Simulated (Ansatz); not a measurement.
Species, as SMILES: [GeH] (GeH), doublet.
Atoms: Ge1, H2. Bonds: Ge1-H2.

How fast the optimised Ge1-H2 bond length converges with the basis for several methods (Ansatz, an electronic-structure program): deviation from each method's own reference, in Å. References: CCSD(T) 1.6023 Å, the value in pcseg-3; HF 1.5864 Å, the value in aug-cc-pV5Z; MP2 1.5922 Å, the value in aug-cc-pV5Z; PBE 1.6140 Å, the value in aug-cc-pV5Z; PBE0 1.5981 Å, the value in aug-cc-pV5Z. Cartesian d functions, on some or all atoms, in 3-21G, 6-31G, 6-31G*, 6-31G**; all else is spherical. In correlated methods cores are frozen (with 3d on Ga to Br). Open shells are unrestricted. No added dispersion term, no relativity. The reference of a correlated method is not its basis-set limit, which lies further on.

| basis | functions | CCSD(T) | HF | MP2 | PBE | PBE0 |
|---|---|---|---|---|---|---|
| pcseg-0 | 24 | 0.0359 | 0.0152 | 0.0250 | (withheld) | 0.0179 |
| 3-21G | 25 | 0.0420 | 0.0197 | 0.0324 | (withheld) | 0.0274 |
| 6-31G | 31 | 0.0471 | 0.0226 | 0.0364 | (withheld) | 0.0295 |
| cc-pVDZ | 32 | 0.0060 | 0.0048 | 0.0057 | (withheld) | 0.0092 |
| 6-31G* | 37 | 0.0237 | 0.0095 | 0.0161 | (withheld) | 0.0136 |
| 6-31G** | 40 | -0.0001 | 0.0025 | -0.0008 | (withheld) | 0.0060 |
| aug-pcseg-1 | 45 | 0.0022 | -0.0022 | 0.0006 | (withheld) | 0.0046 |
| aug-cc-pVDZ | 45 | 0.0099 | 0.0050 | 0.0088 | (withheld) | 0.0080 |
| def2-TZVPD | 63 | 0.0025 | 0.0022 | 0.0030 | (withheld) | 0.0027 |
| aug-cc-pVTZ | 82 | 0.0027 | 0.0019 | 0.0021 | (withheld) | 0.0021 |
| def2-QZVP | 105 | -0.0002 | 0.0003 | -0.0006 | (withheld) | 0.0007 |
| def2-QZVPP | 119 | -0.0005 | 0.0002 | -0.0009 | (withheld) | 0.0004 |

### Question
Some entries are withheld; supply them.

### Answer

- pcseg-0, PBE: 0.0199
- 3-21G, PBE: 0.0276
- 6-31G, PBE: 0.0322
- cc-pVDZ, PBE: 0.0117
- 6-31G*, PBE: 0.0161
- 6-31G**, PBE: 0.0082
- aug-pcseg-1, PBE: 0.0074
- aug-cc-pVDZ, PBE: 0.0096
- def2-TZVPD, PBE: 0.0032
- aug-cc-pVTZ, PBE: 0.0023
- def2-QZVP, PBE: 0.0008
- def2-QZVPP, PBE: 0.0005

Mean absolute deviation over def2-TZVPD, aug-cc-pVTZ: HF 0.0020, PBE0 0.0024, MP2 0.0025, CCSD(T) 0.0026, PBE 0.0027 Å.
